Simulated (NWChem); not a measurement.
System: HTeSBr; SMILES S[Te]Br

```xyz
4

Te     0.6291    -0.5837     0.0048
Br    -0.2634     1.7829     0.0065
S     -1.3694    -1.8826     0.0506
H     -1.5853    -1.9293    -1.2856
```
Atoms are numbered in this order, from 1.

Program: NWChem. All runs use the structure optimised with PBE0/def2-SVP. No frequency run checked for a minimum. def2 effective core potentials on Te; no spin-orbit coupling. Ions are spin-unrestricted doublets at the neutral geometry; other ion states weren't tried.

**Question.** Estimate the computed values for PBE/def2-SVP. Quantities: vertical ionisation energy, ΔSCF (eV); −ε(HOMO) (eV).

**Answer.** The vertical ionisation energy, ΔSCF (eV) comes out as 8.36. The −ε(HOMO) (eV) is 5.38.
